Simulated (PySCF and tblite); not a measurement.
Molecule: C₅H₇F₃, numbered as in [F:1][C@H:2]1[CH2:3][CH2:4][C:5]([F:6])([F:7])[CH2:8]1; H named by carrier, a and b as here (phase angle P 216°, Å):

```
F1       2.343   -0.312    0.649
C2       1.268   -0.139   -0.192
C3       0.253   -1.285   -0.013
C4      -1.125   -0.636    0.168
C5      -0.925    0.840   -0.170
F6      -1.791    1.643    0.502
F7      -1.187    1.077   -1.490
C8       0.529    1.155    0.150
H2       1.684   -0.113   -1.205
H3a      0.534   -1.868    0.863
H3b      0.269   -1.945   -0.878
H4a     -1.884   -1.073   -0.479
H4b     -1.470   -0.698    1.200
H8a      0.617    1.356    1.219
H8b      0.887    2.019   -0.408
```

The ring 2–3–4–5–8 is held at Altona–Sundaralingam phase angles P (ν_j = ν_max cos(P + 144°(j − 2)), ν_j about the bond from ring atom j to j + 1, counted from 0) and the rest relaxed at GFN2-xTB. Energies: PBE0/pcSseg-1 + D3(BJ). Couplings: B3LYP/6-31G* with H pcJ-1 F pcJ-1, gas phase, for ¹H, ¹⁹F. Programs: tblite and PySCF.

One held structure gave ³J(F1,H3b) = -1.2, ³J(F1,H8b) = -0.2, ³J(F7,H8a) = 13.7, ³J(F7,H4b) = 1.4, ³J(F6,H4a) = 12.7, ³J(F6,H8b) = 1.3, ³J(F1,H3a) = 20.6, ³J(H3b,H4b) = 0.3 Hz. Computed couplings to fluorine can be off by tens of per cent at such levels.

At which phase angle P was it held?
A. 72°
B. 360°
C. 144°
D. 288°
E. 216°

D. It lies 1.50 kcal/mol above the lowest point.
